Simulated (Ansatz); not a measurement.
# Cost against result

Saddle point of CH$_{8}$SeSi, singlet (CH₆Si ([CH3][SiH3]) + H₂Se → SiH₄Se ([SiH3][SeH]) + CH₄; bonds formed: Si1–Se7, C2–H6; bonds broken: Si1–C2, H6–Se7), PBE0-D4/def2-TZVP structure:

```tsv
atom	x (Å)	y (Å)	z (Å)
Si1	-0.8188	0.7084	-0.2008
C2	0.0358	-1.0537	0.6823
H3	-0.9146	0.7295	-1.6739
H4	-2.1133	0.0590	0.2108
H5	-0.7736	1.9249	0.6358
H6	0.7244	-0.0768	0.2085
Se7	1.8058	1.3557	-0.5963
H8	-0.4624	-0.9452	1.6437
H9	1.0356	-1.4709	0.8518
H10	-0.5000	-1.7260	0.0128
H11	1.9812	0.4949	-1.7746
```

Barriers are electronic and count from the start structure reached by relaxing down the imaginary mode.

Program: Ansatz 0.2.0. Basis: as named in each row. Cores are frozen in the correlated methods. Filled d shells of the heavier atoms are correlated. The def2 sets are not built for correlating such inner shells, so the correlated values are less sure here. B3LYP uses VWN-RPA correlation. Extrapolation: Hartree–Fock as exp(−7.88 √X), correlation as X^−2.97.

Times are rough, for one single point on 4 threads of a shared host (Arm Neoverse V1).

The estimate by CCSD(T) at an estimated basis limit (MP2 extrapolated from triple and quadruple zeta, plus CCSD(T) − MP2 in triple zeta) is 53.93 kcal/mol.

```json
{"method": "HF", "basis": "STO-3G", "time (s)": "under 1", "barrier (kcal/mol)": "119.08", "method less estimate": "65.15"}
{"method": "PBE-D4", "basis": "STO-3G", "time (s)": "under 1", "barrier (kcal/mol)": "80.36", "method less estimate": "26.43"}
{"method": "SPW92", "basis": "def2-SVP", "time (s)": "under 1", "barrier (kcal/mol)": "40.50", "method less estimate": "-13.44"}
{"method": "B3LYP-D4", "basis": "6-31G", "time (s)": "under 1", "barrier (kcal/mol)": "60.40", "method less estimate": "6.46"}
{"method": "PBE-D4", "basis": "def2-SVP", "time (s)": "under 1", "barrier (kcal/mol)": "46.88", "method less estimate": "-7.05"}
{"method": "SPW92", "basis": "def2-TZVPP", "time (s)": "1", "barrier (kcal/mol)": "38.77", "method less estimate": "-15.17"}
{"method": "PBE0-D4", "basis": "def2-SVP", "time (s)": "1", "barrier (kcal/mol)": "51.15", "method less estimate": "-2.79"}
{"method": "BLYP-D4", "basis": "def2-TZVPP", "time (s)": "2", "barrier (kcal/mol)": "50.21", "method less estimate": "-3.72"}
{"method": "PBE-D4", "basis": "def2-TZVPP", "time (s)": "2", "barrier (kcal/mol)": "44.72", "method less estimate": "-9.21"}
{"method": "B3LYP-D4", "basis": "def2-TZVPP", "time (s)": "3", "barrier (kcal/mol)": "53.13", "method less estimate": "-0.80"}
{"method": "BHLYP-D4", "basis": "def2-TZVPP", "time (s)": "3", "barrier (kcal/mol)": "57.76", "method less estimate": "3.83"}
{"method": "PBE0-D4", "basis": "def2-TZVPP", "time (s)": "3", "barrier (kcal/mol)": "48.66", "method less estimate": "-5.28"}
{"method": "CAM-B3LYP-D4", "basis": "def2-TZVPP", "time (s)": "3", "barrier (kcal/mol)": "56.25", "method less estimate": "2.32"}
{"method": "r2SCAN-D4", "basis": "def2-TZVPP", "time (s)": "4", "barrier (kcal/mol)": "48.07", "method less estimate": "-5.87"}
{"method": "r2SCAN0-D4", "basis": "def2-TZVPP", "time (s)": "4", "barrier (kcal/mol)": "50.55", "method less estimate": "-3.38"}
{"method": "CCSD(T)", "basis": "def2-SVP", "time (s)": "4", "barrier (kcal/mol)": "62.78", "method less estimate": "8.85"}
{"method": "RPA on PBE", "basis": "def2-TZVPP", "time (s)": "5", "barrier (kcal/mol)": "56.69", "method less estimate": "2.76"}
{"method": "B2PLYP", "basis": "def2-TZVPP", "time (s)": "5", "barrier (kcal/mol)": "55.05", "method less estimate": "1.11"}
{"method": "wB97M-V", "basis": "def2-SVP", "time (s)": "5", "barrier (kcal/mol)": "56.15", "method less estimate": "2.22"}
{"method": "PBE-QIDH", "basis": "def2-TZVPP", "time (s)": "6", "barrier (kcal/mol)": "52.07", "method less estimate": "-1.86"}
{"method": "wB97X-V", "basis": "def2-TZVPP", "time (s)": "7", "barrier (kcal/mol)": "55.58", "method less estimate": "1.65"}
{"method": "wB97M-V", "basis": "def2-TZVPP", "time (s)": "8", "barrier (kcal/mol)": "53.91", "method less estimate": "-0.02"}
{"method": "B97M-V", "basis": "def2-TZVPP", "time (s)": "9", "barrier (kcal/mol)": "54.30", "method less estimate": "0.36"}
{"method": "MP2", "basis": "def2-QZVPP", "time (s)": "22", "barrier (kcal/mol)": "51.95", "method less estimate": "-1.99"}
{"method": "CCSD(T)", "basis": "def2-TZVPP", "time (s)": "120", "barrier (kcal/mol)": "55.81", "method less estimate": "1.88"}
```

All methods are single points on the PBE0-D4 structures.

The T1 diagnostic stays at or below 0.011.

Labels in which every atom is bracketed show which atoms are joined, not bond orders.
